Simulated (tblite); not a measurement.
`C1P(CC)CCOC1`. The geometry is computed with GFN2-xTB (gas phase).

```
atom  x, y, z in Å
C1     3.0004   -0.0542    0.2703
C2     1.7479   -0.8822    0.0135
P3     0.2560   -0.1620    0.8666
C4    -1.0379   -1.2929    0.1427
C5    -2.3952   -0.5912    0.1873
O6    -2.4544    0.5498   -0.6336
C7    -1.6057    1.5871   -0.2053
C8    -0.1217    1.2351   -0.3098
H9     3.1924    0.0239    1.3384
H10    3.8654   -0.5158   -0.2033
H11    2.8867    0.9514   -0.1300
H12    1.5562   -0.9623   -1.0610
H13    1.8837   -1.8919    0.4121
H14   -0.7883   -1.5470   -0.8912
H15   -1.0853   -2.2110    0.7323
H16   -3.1797   -1.2548   -0.1877
H17   -2.6327   -0.3159    1.2280
H18   -1.8413    2.4357   -0.8540
H19   -1.8460    1.8609    0.8352
H20    0.4726    2.1101   -0.0385
H21    0.1180    0.9439   -1.3363
```

Q: Which two atoms are farthest apart?

A: H10···H16, 7.08 Å; the next longest distance is 6.68 Å.

Q: Work out the bond lengths C1–H10, C1–H11, C5–H17, O6–C7, C8–H20, C8–H21 in pm.

A: For C1–H10 the difference vector is (0.8650, -0.4616, -0.4736) Å, of length 1.0889 Å. C1–H10 108.9; C1–H11 108.8; C5–H17 110.2; O6–C7 140.7; C8–H20 109.2; C8–H21 109.4 pm.

Q: Give the dihedral angles C2–P3–C8–C7, C1–C2–P3–C4, C2–P3–C4–C5, C5–O6–C7–C8.

A: C2–P3–C8–C7 155° (antiperiplanar); C1–C2–P3–C4 173° (antiperiplanar); C2–P3–C4–C5 -156° (antiperiplanar); C5–O6–C7–C8 66° (synclinal). Dihedral signs follow IUPAC: positive where, seen along the central bond, the front bond turns clockwise onto the rear one.

Q: How far are the heavy atoms from their best plane (unweighted least squares)?

A: 0.335 Å rms; C1 0.03, C2 0.37, P3 0.72, C4 0.13, C5 0.16, O6 0.40, C7 0.17, C8 0.11 Å (magnitudes).

Q: Where is the centre of mass (commonest isotopes), and what is the radius of gyration?

A: Mass 132.070 u; centre at (-0.255, 0.026, 0.134) Å; Rg = √(Σ m r²/M) = 2.078 Å. As Ia + Ib + Ic = 2 Σ m r², the three principal moments sum to 1140.7 u·Å².

Q: How far apart are these pairs, which share no bond: C5···H14, C7···H16, C8···H11, C8···H16, H17···H21?

A: C5···H14 2.158 Å (2 bonds apart); C7···H16 3.249 Å (3 bonds apart); C8···H11 3.027 Å (4 bonds apart); C8···H16 3.945 Å (4 bonds apart); H17···H21 3.966 Å (5 bonds apart).

Q: What are the angles H10–C1–H11, P3–C2–H13, C5–C4–H15, O6–C5–H17, C4–C5–O6?

A: From the scalar product of the two bond vectors; for H10–C1–H11 it is -0.3730 Å² over 1.0889 × 1.0883 Å², cos θ = -0.3147. H10–C1–H11 108.3°; P3–C2–H13 106.8°; C5–C4–H15 109.4°; O6–C5–H17 109.8°; C4–C5–O6 113.1°.

Q: What is the repulsion energy of the bare nuclei, Σ ZA·ZB/RAB?

A: 486.86 Eh over 210 pairs, with full nuclear charges and distances in bohr; the largest single term is 25.56 Eh (C2 with P3, or a pair equal to it).

Q: Write the matrix of distances between heavy atoms (Å, lower triangle).

A: 
```
C1    0.000
C2    1.523  0.000
P3    2.811  1.863  0.000
C4    4.226  2.819  1.865  0.000
C5    5.423  4.157  2.770  1.529  0.000
O6    5.562  4.487  3.179  2.450  1.407  0.000
C7    4.913  4.170  2.770  2.956  2.350  1.407  0.000
C8    3.427  2.843  1.865  2.727  2.958  2.453  1.529  0.000
```

Its GFN2-xTB frequencies are all real (lowest 70 cm⁻¹). The numbers are those of one conformer. 3 starts were optimised and ended at 0.00, 1.63 and 3.39 kcal/mol (GFN2-xTB); the lowest of these is shown.
